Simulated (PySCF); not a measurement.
Compound: C₂H₉B₃O.
InChI=1S/C2H9B3O/c1-5(2)4-6-3/h4H,3H2,1-2H3

Torsions of this conformer, `[BH2:1][O:2][BH:3][B:4]([CH3:5])[CH3:6]`: O2–B3–B4–C5 -87°.

The closed-shell ground state was solved at several levels (PySCF, density fitting, gas phase, non-relativistic). Geometry: GFN2-xTB; no solvent, vibrations or thermal averaging.

```json
{"level": "PBE0/pcSseg-1", "basis functions": "147", "total energy (Eh)": "-231.1297", "HOMO (eV)": "-7.40", "LUMO (eV)": "-0.85", "gap (eV)": "6.55", "dipole (D)": "0.87"}
{"level": "B3LYP/pcJ-1", "basis functions": "252", "total energy (Eh)": "-231.4896", "HOMO (eV)": "-7.24", "LUMO (eV)": "-1.05", "gap (eV)": "6.19", "dipole (D)": "0.86"}
```

Task: What might wB97X-D/def2-SVPD (195 basis functions) give for the same quantities?

Result: Total energy -231.2212 Eh, HOMO -9.26 eV, LUMO 1.06 eV, gap 10.32 eV, dipole 0.81 D.

Task: Over all these levels, which gives the widest orbital gap and which the narrowest?

Result: wB97X-D/def2-SVPD (range-separated hybrid) has the widest, 10.32 eV, and B3LYP/pcJ-1 (global hybrid, 20 % exact exchange) the narrowest, 6.19 eV. Functional and basis both differ between the two, so the spread mixes both effects.

Task: How far do the dipole and the HOMO energy spread over the levels?

Result: The dipole runs from 0.81 to 0.87 D (mean 0.85 D) and the HOMO from -9.26 to -7.24 eV.

The pairwise dispersion term of wB97X-D wasn't added to the energies; at a given geometry it leaves orbitals and properties as they are.
